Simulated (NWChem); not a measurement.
Program: NWChem. System: C2H5O2, charge 0, spin multiplicity 2, at a geometry optimised with UPBE0/def2-SVP. The structure started from a generated list of species. Its SCF solution wasn't tested for a lower state.

Job file:

```
start mol
memory heap 200 mb stack 900 mb global 1100 mb
geometry units angstroms nocenter noautoz noautosym
  O      1.401808     0.020059     0.744034
  C      0.821893    -0.343343    -0.407877
  C     -0.721034    -0.436078    -0.193206
  O     -1.333921     0.769954     0.094818
  H      0.983527     0.385365    -1.236279
  H      1.126683    -1.356889    -0.753579
  H     -0.906966    -1.111906     0.654504
  H     -1.116922    -0.919654    -1.108728
  H     -1.234571     1.359500    -0.660242
end
basis spherical
  * library def2-tzvp
end
dft
  xc slater vwn_5
  odft
  mult 2
  semidirect memsize 60000000 filesize 0
  iterations 100
end
task dft energy
```

The output up to the point where the run's verdict is printed (cleaned and shortened):

```
             Northwest Computational Chemistry Package (NWChem) 7.3.0
             --------------------------------------------------------

                                NWChem Input Module
                                -------------------

 Scaling coordinates for geometry "geometry" by  1.889725989
 (inverse scale =  0.529177249)

                             Geometry "geometry" -> ""
                             -------------------------

 Output coordinates in angstroms (scale by  1.889725989 to convert to a.u.)

  No.       Tag          Charge          X              Y              Z
 ---- ---------------- ---------- -------------- -------------- --------------
    1 O                    8.0000     1.40180800     0.02005900     0.74403400
    2 C                    6.0000     0.82189300    -0.34334300    -0.40787700
    3 C                    6.0000    -0.72103400    -0.43607800    -0.19320600
    4 O                    8.0000    -1.33392100     0.76995400     0.09481800
    5 H                    1.0000     0.98352700     0.38536500    -1.23627900
    6 H                    1.0000     1.12668300    -1.35688900    -0.75357900
    7 H                    1.0000    -0.90696600    -1.11190600     0.65450400
    8 H                    1.0000    -1.11692200    -0.91965400    -1.10872800
    9 H                    1.0000    -1.23457100     1.35950000    -0.66024200

 Effective nuclear repulsion energy (a.u.)     124.2486380924

            Nuclear Dipole moment (a.u.)
            ----------------------------
        X                 Y               Z
 ---------------- ---------------- ----------------
     0.0000018897    -0.0000113384    -0.0000113384


 Summary of "ao basis" -> "" (spherical)
 ------------------------------------------------------------------------------
       Tag                 Description            Shells   Functions and Types
 ---------------- ------------------------------  ------  ---------------------
 *                         def2-tzvp                  on all atoms

                                 NWChem DFT Module
                                 -----------------
[...]
 d= 0,ls=0.5,diis    75   -227.8572153757 -2.47D-05  1.24D-05  3.26D-04   111.2
                                                     4.65D-05  1.04D-04
 d= 0,ls=0.5,diis    76   -227.8573148118 -9.94D-05  5.38D-05  1.17D-04   112.8
                                                     5.30D-05  7.44D-05
 d= 0,ls=0.5,diis    77   -227.8572627655  5.20D-05  3.40D-05  6.82D-04   114.5
                                                     4.63D-05  1.82D-04
 d= 0,ls=0.5,diis    78   -227.8572717880 -9.02D-06  4.10D-05  8.22D-04   116.1
                                                     4.65D-05  2.40D-04
 d= 0,ls=0.5,diis    79   -227.8574627660 -1.91D-04  4.07D-05  1.57D-04   117.7
                                                     4.80D-05  1.12D-04
 d= 0,ls=0.5,diis    80   -227.8574186184  4.41D-05  3.60D-05  6.83D-04   119.0
                                                     4.51D-05  2.06D-04
 d= 0,ls=0.5,diis    81   -227.8575817628 -1.63D-04  2.46D-05  1.33D-04   120.3
                                                     4.43D-05  1.02D-04
 d= 0,ls=0.5,diis    82   -227.8575894539 -7.69D-06  1.50D-05  3.88D-04   121.6
                                                     4.21D-05  1.41D-04
 d= 0,ls=0.5,diis    83   -227.8576309681 -4.15D-05  1.12D-05  4.22D-04   122.9
                                                     4.18D-05  1.51D-04
 d= 0,ls=0.5,diis    84   -227.8577221361 -9.12D-05  1.60D-05  2.25D-04   124.2
                                                     4.23D-05  1.12D-04
 d= 0,ls=0.5,diis    85   -227.8578073731 -8.52D-05  2.74D-05  1.06D-04   125.5
                                                     4.42D-05  7.30D-05
 d= 0,ls=0.5,diis    86   -227.8578163337 -8.96D-06  3.59D-05  3.25D-04   126.7
                                                     4.36D-05  1.08D-04
 d= 0,ls=0.5,diis    87   -227.8579302183 -1.14D-04  3.39D-05  1.90D-05   127.9
                                                     4.48D-05  4.33D-05
 d= 0,ls=0.5,diis    88   -227.8579366577 -6.44D-06  2.05D-05  2.46D-04   129.2
                                                     4.12D-05  8.31D-05
 d= 0,ls=0.5,diis    89   -227.8579668501 -3.02D-05  1.09D-05  2.96D-04   130.5
                                                     3.99D-05  1.01D-04
 d= 0,ls=0.5,diis    90   -227.8580183633 -5.15D-05  3.44D-05  2.45D-04   131.8
                                                     4.22D-05  9.71D-05
 d= 0,ls=0.5,diis    91   -227.8579968059  2.16D-05  1.61D-05  5.66D-04   133.0
                                                     3.79D-05  1.61D-04
 d= 0,ls=0.5,diis    92   -227.8580967844 -1.00D-04  6.34D-05  2.37D-04   134.2
                                                     4.75D-05  1.12D-04
 d= 0,ls=0.5,diis    93   -227.8579676257  1.29D-04  5.23D-05  1.15D-03   135.3
                                                     4.17D-05  2.46D-04
 d= 0,ls=0.5,diis    94   -227.8578753514  9.23D-05  3.87D-05  1.70D-03   136.4
                                                     3.79D-05  3.65D-04
 d= 0,ls=0.5,diis    95   -227.8581139464 -2.39D-04  4.57D-05  5.71D-04   137.5
                                                     3.93D-05  2.06D-04
 d= 0,ls=0.5,diis    96   -227.8582602004 -1.46D-04  6.01D-05  1.51D-04   138.9
                                                     4.39D-05  9.81D-05
 d= 0,ls=0.5,diis    97   -227.8583537862 -9.36D-05  8.14D-05  1.96D-05   139.8
                                                     5.46D-05  2.82D-05
 d= 0,ls=0.5,diis    98   -227.8582579938  9.58D-05  4.09D-05  7.79D-04   140.9
                                                     3.94D-05  1.32D-04
 d= 0,ls=0.5,diis    99   -227.8584135210 -1.56D-04  1.83D-05  5.66D-05   142.1
                                                     3.59D-05  4.53D-05
 d= 0,ls=0.5,diis   100   -227.8584638890 -5.04D-05  8.46D-06  1.96D-05   143.3
                                                     3.59D-05  3.13D-05
```

Convergence was not reached. The next line reads: Calculation failed to converge. NWChem stopped with the message: dft energy failed.
